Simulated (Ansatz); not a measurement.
SnGeH6⁺, that is Sn(GeH3)H3 with one electron fewer. The state is a doublet with charge 1. Geometry r2SCAN-D4/def2-TZVP, that of the neutral singlet; atoms count from 1.

```xyz
8

Sn   -0.732    0.499    0.916
Ge    0.757   -0.516   -0.947
H     2.244   -0.370   -0.596
H     0.507    0.195   -2.283
H     0.451   -2.008   -1.132
H    -0.323    2.133    1.187
H    -0.527   -0.356    2.378
H    -2.379    0.424    0.477
```

In the def2 sets Sn takes a core potential; there is no spin–orbit coupling.

Q: Estimate the Mulliken populations from the PBE0/def2-TZVP orbitals of Ansatz.

A: 
```
atom  charge (e)  spin (α − β)
 Sn1        0.30          0.38
 Ge2        0.03          0.38
  H3        0.14          0.04
  H4        0.14          0.04
  H5        0.14          0.04
  H6        0.08          0.04
  H7        0.08          0.05
  H8        0.08          0.04
```
Mulliken values depend strongly on the basis.

Q: Where does the spin sit?

A: Summed by element: Sn 0.38, Ge 0.38, H 0.24, of 1 unpaired in all. Largest on single atoms: Ge2 0.38, Sn1 0.38, H7 0.05.

Q: And the Mayer bond orders between heavy atoms (over 0.3)?

A: Sn1–Ge2 0.52 (2.59 Å).
